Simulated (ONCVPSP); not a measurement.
# Before and after: ONCV potential for hafnium

| Property | Result |
| --- | --- |
| Element | hafnium (Hf) |
| Generator | ONCVPSP 4.0.1 |
| Type | optimised norm-conserving Vanderbilt (ONCV) |
| Functional | PBE |
| Relativity | scalar-relativistic |
| Frozen core | [Kr] 4d10 4f14 5s2 |
| Valence charge | 10 |
| Reference configuration | 5p6 5d2 6s2 |
| Partial waves | 6s: rc 2.40 bohr, ncon 4, nbas 7, qcut 2.9 1/bohr, 2 projectors, debl 4 Ha; 5p: rc 2.20 bohr, ncon 4, nbas 8, qcut 6.7 1/bohr, 2 projectors, debl 1.4 Ha; 5d: rc 2.70 bohr, ncon 4, nbas 8, qcut 5.3 1/bohr, 3 projectors, debl 4 Ha |
| Local potential | polynomial inside 2.15 bohr (lpopt 4, dvloc0 0 Ha) |
| Core correction | polynomial model core, fcfact 0.7 |

Change: p: qcut 4.

Cutoffs: the cutoffs (Ha) at which the residual kinetic energy of the hardest occupied pseudo-wave falls to 1 and 0.1 mHa per electron; they do not see the model core or the augmentation charge, which bear on the density cutoff. Errors are all-electron minus pseudo energies relative to the spin-unpolarised reference configuration.

**Question.** How do hardness, ghosts and transferability respond?

**Answer.** The potential gets harder (11 Ha and 19 Ha → 13 Ha and 38 Ha); the errors of the 3 common tests hardly move; neither file shows a bound ghost.

```csv
quantity,base,changed
"cutoff, loose",11 Ha,13 Ha
"cutoff, tight",19 Ha,38 Ha
loose cutoff by channel,"s 2.9 Ha, p 11 Ha, d 9.8 Ha","s 2.9 Ha, p 13 Ha, d 9.8 Ha"
bound ghosts,none,none
GHOST(+) flags under 300 eV,s at 74.4 eV,s at 74.4 eV
tests with a reliable result,3 of 4,3 of 4
"error for 5p6 5d2 6s1, meV [ΔE 7.98 eV]",-7.0,-7.1
"error for 5p6 5d2 6s0, meV [ΔE 22.16 eV]",-33,-34
"error for 5p6 5d3 6s1, meV [ΔE 2.59 eV]",-18,-18
s: phases at 2.43 bohr within 0.05 rad from the reference energy up to (Ha; the scan ends near 5),2.3,2.3
p: phases at 2.24 bohr within 0.05 rad from the reference energy up to (Ha; the scan ends near 5),4.5,to the end of the scan
d: phases at 2.74 bohr within 0.05 rad from the reference energy up to (Ha; the scan ends near 5),to the end of the scan,to the end of the scan
"rms error of d²Exc/dni dnj with the model core, mHa",0.61,0.46
```

Base: The cutoffs count occupied waves only; projector 2 of the s channel, the hardest unoccupied one, needs 27 Ha at the loose tolerance.
